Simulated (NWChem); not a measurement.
System: C₄H₉O, doublet; SMILES COC[CH]C

The following NWChem deck was run.

```
start job
memory heap 200 mb stack 900 mb global 1100 mb
geometry units angstroms
  C      2.021402     0.628658     0.202364
  C      1.275658    -0.614639     0.473764
  C     -0.199020    -0.696896     0.382322
  O     -0.723890     0.318675    -0.441104
  C     -2.118931     0.267899    -0.549539
  H      2.309163     1.134590     1.133017
  H      1.407036     1.309984    -0.378997
  H      2.946497     0.418050    -0.337069
  H      1.786621    -1.466029     0.888742
  H     -0.660252    -0.615213     1.394330
  H     -0.498706    -1.690584    -0.003444
  H     -2.601774     0.390391     0.429365
  H     -2.412157     1.087912    -1.202162
  H     -2.453011    -0.682628    -0.986209
end
basis spherical
  * library 6-31g*
end
dft
  odft
  mult 2
  xc b3lyp
  iterations 150
end
driver
  maxiter 120
end
task dft optimize
task dft freq
```

The level has its own optimisation; frequencies are unscaled. Brackets give each atom's bonded neighbours.

What results follow from this input? (B3LYP/6-31G* (spherical d), spin-unrestricted.) Quantities: r C–C [C(CCH)–C(CHHH)] (Å); r C–C [C(CCH)–C(CHHO)] (Å); r C–H [C(CCH)–H(C)] (Å); r C–O [C(CHHO)–O(CC)] (Å); highest harmonic frequency (cm⁻¹); lowest (cm⁻¹); zero-point energy (kcal/mol); dipole (D).


| Quantity | Result |
|---|---|
| r C–C [C(CCH)–C(CHHH)] (Å) | 1.492 |
| r C–C [C(CCH)–C(CHHO)] (Å) | 1.491 |
| r C–H [C(CCH)–H(C)] (Å) | 1.087 |
| r C–O [C(CHHO)–O(CC)] (Å) | 1.419 |
| highest harmonic frequency (cm⁻¹) | 3189 |
| lowest (cm⁻¹) | 76 |
| zero-point energy (kcal/mol) | 76.8 |
| dipole (D) | 1.16 |
